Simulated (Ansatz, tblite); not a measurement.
Spin states of the cluster Al4⁻ (the lowest doublet isomer of a short search), each relaxed with PBE-D4/def2-TZVPD in Ansatz. Electronic energies in the gas phase.

The xTB rows come from tblite. HSE06 is defined as in plane-wave codes, on full-range PBE exchange. Correlated methods freeze 20 core orbitals. The structure comes from a short search, and lower isomers may exist.

Doublet geometry (D2h within 0.1 Å):

```
atom    x (Å)    y (Å)    z (Å)
 Al1  -0.6667  -0.6184   1.3216
 Al2   0.6667   0.6184  -1.3217
 Al3   1.5354  -1.2765   0.1778
 Al4  -1.5354   1.2765  -0.1778
```

Quartet geometry (D2h within 0.1 Å):

```xyz
4

Al   -0.4214    0.2118   -1.2156
Al    0.4214   -0.2118    1.2156
Al    0.8746   -2.0172   -0.6547
Al   -0.8746    2.0172    0.6547
```

⟨S²⟩: doublet 0.77 at PBE0-D4/def2-TZVPD (pure 0.75), quartet 3.77 at PBE0-D4/def2-TZVPD (pure 3.75).

Run but left out: HF/STO-3G, HF/def2-TZVPD, HF/def2-TZVPPD, PBE-QIDH/def2-TZVPD, MP2/def2-TZVPD, MP2/def2-TZVPPD, CCSD/def2-TZVPPD, CCSD(T)/def2-TZVPPD (doublet: ⟨S²⟩ 1.30 to 2.14, where a pure state has 0.75).

Only these spin states were relaxed. The quartet has other bonds than the doublet, so the gap mixes isomer and spin.

| level | quartet − doublet (kcal/mol) | lowest of these |
| --- | --- | --- |
| PBE-D4/def2-TZVPD | 4.6 | doublet |
| r2SCAN-D4/def2-TZVPD | 1.9 | doublet |
| PBE0-D4/def2-TZVPD | 1.7 | doublet |
| HSE06-D4/def2-TZVPD | 2.1 | doublet |
| CAM-B3LYP-D4/def2-TZVPD | 0.3 | tie |

Question: Estimate the rows for GFN1-xTB, GFN2-xTB, B97M-V/def2-TZVPD, RPA@PBE/def2-TZVPD.

Answer: 
| level | quartet − doublet (kcal/mol) | lowest of these |
| --- | --- | --- |
| GFN1-xTB | 36.2 | doublet |
| GFN2-xTB | -2.3 | quartet |
| B97M-V/def2-TZVPD | 3.4 | doublet |
| RPA@PBE/def2-TZVPD | 4.3 | doublet |

The xTB methods have no spin-polarisation term.
